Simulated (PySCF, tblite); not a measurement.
Isomers of C5H14O2SSi, one GFN2-xTB conformer each. Single-point energies are computed at PBE0/pcSseg-1 (PySCF, gas phase, no added dispersion term), electronic only.

| SMILES | GFN2-xTB relative energy (kJ/mol) |
| --- | --- |
| CC[C@@](CO)(CS)O[SiH3] | 76.9 |
| COC(C)(C)O[SiH2]SC | 0.0 |
| CS[SiH2]OC(C)(C)CO | 7.0 |

Conformers: `[CH3:1][CH2:2][C@@:3]([CH2:4][OH:5])([CH2:6][SH:7])[O:8][SiH3:9]` with C1–C2–C3–C4 -74°, C2–C3–C4–O5 -61°, C3–C4–O5–H -48°, C2–C3–C6–S7 53°, C3–C6–S7–H 50°; `[CH3:1][O:2][C:3]([CH3:4])([CH3:5])[O:6][SiH2:7][S:8][CH3:9]` with C1–O2–C3–C4 173°, O2–C3–O6–Si7 -47°, C3–O6–Si7–S8 180°, O6–Si7–S8–C9 -46°; `[CH3:1][S:2][SiH2:3][O:4][C:5]([CH3:6])([CH3:7])[CH2:8][OH:9]` with C1–S2–Si3–O4 179°, S2–Si3–O4–C5 173°, Si3–O4–C5–C6 -84°, O4–C5–C8–O9 -59°, C5–C8–O9–H 166°.

Task: What does PBE0/pcSseg-1 give for the same structures?

Result: 
| SMILES | PBE0/pcSseg-1 E (Eh) | PBE0/pcSseg-1 (kJ/mol) | GFN2-xTB (kJ/mol) | point group |
| --- | --- | --- | --- | --- |
| CS[SiH2]OC(C)(C)CO | -1036.41194 | 0.0 | 7.0 | C1 |
| COC(C)(C)O[SiH2]SC | -1036.41085 | 2.9 | 0.0 | C1 |
| CC[C@@](CO)(CS)O[SiH3] | -1036.37138 | 106.5 | 76.9 | C1 |

GFN2-xTB puts COC(C)(C)O[SiH2]SC lowest instead; measured from each level's own lowest isomer, the values differ by up to 29.6 kJ/mol (CC[C@@](CO)(CS)O[SiH3]: 76.9 against 106.5). As drawn, the highest has an S–H bond, which the lowest lacks. Neighbours under 10 kJ/mol apart (CS[SiH2]OC(C)(C)CO and COC(C)(C)O[SiH2]SC) can change places with a better method, another conformer or zero-point energy.

Task: Which frontier levels, dipoles and rotational constants go with these structures?

Result: 
```json
{"SMILES": "CS[SiH2]OC(C)(C)CO", "HOMO (eV, PBE0/pcSseg-1)": "-6.22", "LUMO (eV)": "0.53", "dipole (D)": "4.35", "A, B, C (MHz)": "2217, 630.2, 555.7"}
{"SMILES": "COC(C)(C)O[SiH2]SC", "HOMO (eV, PBE0/pcSseg-1)": "-6.64", "LUMO (eV)": "0.50", "dipole (D)": "2.97", "A, B, C (MHz)": "1896, 665.0, 632.0"}
{"SMILES": "CC[C@@](CO)(CS)O[SiH3]", "HOMO (eV, PBE0/pcSseg-1)": "-6.92", "LUMO (eV)": "-0.02", "dipole (D)": "1.23", "A, B, C (MHz)": "1228, 1030, 657.1"}
```

Task: What happens when harmonic zero-point energies from GFN2-xTB frequencies are added?

Result: 
```json
{"SMILES": "CS[SiH2]OC(C)(C)CO", "ZPE (kJ/mol)": "483.8", "electronic (kJ/mol)": "0.0", "with ZPE (kJ/mol)": "0.3"}
{"SMILES": "COC(C)(C)O[SiH2]SC", "ZPE (kJ/mol)": "480.6", "electronic (kJ/mol)": "2.9", "with ZPE (kJ/mol)": "0.0"}
{"SMILES": "CC[C@@](CO)(CS)O[SiH3]", "ZPE (kJ/mol)": "471.4", "electronic (kJ/mol)": "106.5", "with ZPE (kJ/mol)": "94.4"}
```

The zero-point energies span 12.4 kJ/mol. COC(C)(C)O[SiH2]SC becomes the lowest.
